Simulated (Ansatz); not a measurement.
The same path of F5HOW + H2S (11 atoms, charge 0, multiplicity 1) was run twice with different band settings. Lost on the way: S9–H11. Made: W1–S9, O2–H11.

Method: RKS PBE/def2-SVP in Ansatz 0.2.0.

Relaxed end points:

```xyz
11
Properties=species:S:1:pos:R:3
W -0.411 -0.159 -0.240
O -0.459 0.529 1.473
H 0.197 0.990 2.094
F 1.369 0.496 -0.326
F -1.059 1.423 -1.006
F -2.153 -0.826 -0.202
F 0.213 -1.827 0.356
F -0.092 -0.774 -1.988
S 2.034 1.777 2.777
H 2.445 1.583 1.488
H 2.512 0.558 3.160
```

```xyz
11
Properties=species:S:1:pos:R:3
W 0.103 0.308 -0.030
O 0.798 -0.028 2.213
H 0.985 -0.993 2.209
F 1.950 -0.117 -0.022
F -1.034 1.518 -0.927
F -1.412 0.348 1.126
F -0.065 -1.558 0.357
F 0.244 -0.262 -1.808
S 0.975 2.460 0.547
H 2.093 2.043 1.205
H -0.042 0.051 2.716
```

Common settings: movable images 5; climbing image yes; optimiser quadratic models (default); start path through a guess of the saddle point; force threshold 0.05 eV/Å; iteration limit 60; end points relaxed.

| run | spring |
| --- | --- |
| 1 | 5.0 eV/Å² |
| 2 | 0.1 eV/Å² |

Q: What does each run give, and how far can it be trusted?

A: Run 1: converged after 50 iterations, highest image 1.095 eV above the first end. The profile has 2 maxima (images 3, 5) with wells between them (image 4): this band takes more than one step, which may be the mechanism or a detour left from its start path. A vibrational analysis at the climbing image gives one clearly imaginary mode, 107i cm⁻¹: a first-order saddle point.
Run 2: converged after 33 iterations, highest image 1.095 eV above the first end. The profile has 2 maxima (images 3, 5) with wells between them (image 4): this band takes more than one step, which may be the mechanism or a detour left from its start path. Another band between the same ends (5 images) ends at a top of the same energy, where a vibrational analysis finds 1 clearly imaginary mode.
The orbitals stay closed-shell, which can raise the energy where a bond breaks towards radicals; this wasn't checked here.
